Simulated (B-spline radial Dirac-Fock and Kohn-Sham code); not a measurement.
## 4d5/2 photoionisation of Tm⁴⁺ near threshold

System: Tm⁴⁺ in the configuration [Xe] 4f11. The computed 4d5/2 threshold is 243.4 eV; without correlation, outer thresholds are uncertain by 1 to 2 eV. With an open shell the threshold is an average over the terms of the final ion.

Calculated with a radial B-spline solver, using Dirac-Hartree-Slater photoionisation with all multipoles and Dirac-Fock thresholds. Interchannel coupling and autoionising resonances are not included, so magnitudes near threshold are approximate.

```
kinetic energy (eV)  σ (Mb)      β
                1.5   0.234   0.22
                2.3   0.231   0.27
                3.7   0.226   0.31
                5.7   0.220   0.34
                9.0   0.212   0.30
               14.0   0.204   0.14
               21.9   0.199  -0.21
               34.2   0.207  -0.69
               53.5   0.237  -0.99
               83.7   0.298  -0.85
              130.9   0.381  -0.37
              204.6   0.440   0.17
              319.9   0.427   0.62
```

The cross section has a minimum of 0.20 Mb near 22 eV kinetic energy, a Cooper minimum, where a dipole matrix element changes sign; it needs a radial node in the bound orbital. Its largest value, 0.443 Mb, lies 256 eV above threshold. β ranges from -0.99 (at 53.5 eV) to 0.81.

Run: 5.5 s of CPU time on 1 thread of Intel(R) Xeon(R) Platinum 8375C CPU @ 2.90GHz (shared host), peak memory 0.41 GiB.
